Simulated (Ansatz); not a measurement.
Reaction (ligand exchange at the Si–C bond): `C#C[SiH2][CH](F)[AlH2]` + H–F → `C#C[SiH2]F` + `F[CH2][AlH2]`

Isolated molecules relaxed with PBE0-D4/def2-TZVP in Ansatz; ΔE leaves out vibrations. CCSD(T)/CBS is the MP2 limit (def2-TZVPP, def2-QZVPP) plus CCSD(T) − MP2 in def2-TZVPP, frozen cores. This one scheme is used for every species. Functionals use def2-TZVPP. B3LYP here is the variant with VWN-RPA as its local correlation; programs differ in this. One conformer a species, not always the lowest.

```tsv
level	ΔE (kJ/mol)
r2SCAN-D4	-111.4
B3LYP-D4	-123.4
B2PLYP	-134.7
MP2/def2-TZVPP	-116.2
MP2/def2-QZVPP	-116.1
SCS-MP2/def2-QZVPP	-128.3
HF/CBS(def2)	-171.2
MP2/CBS(def2)	-114.6
```

Task: What does CCSD(T)/CBS give? (Estimate.)

Result: Ansatz gave: -115.3 kJ/mol. The listed levels differ from it by 3.9, -8.1, -19.4, -0.9, -0.8, -13.0, -55.9, 0.7 kJ/mol.

Largest T1 diagnostic among the species: 0.013.

In def2-TZVPP, CCSD(T) changes the Hartree–Fock value by +51.7 kJ/mol (the triples alone add +8.8 kJ/mol) and MP2 by +52.3 kJ/mol. The D4 term adds +19.0 kJ/mol with B3LYP and +10.3 kJ/mol with PBE0; it sums over pairs of atoms, weighted by their polarisabilities, and B3LYP, whose exchange is more repulsive, gets the larger term.
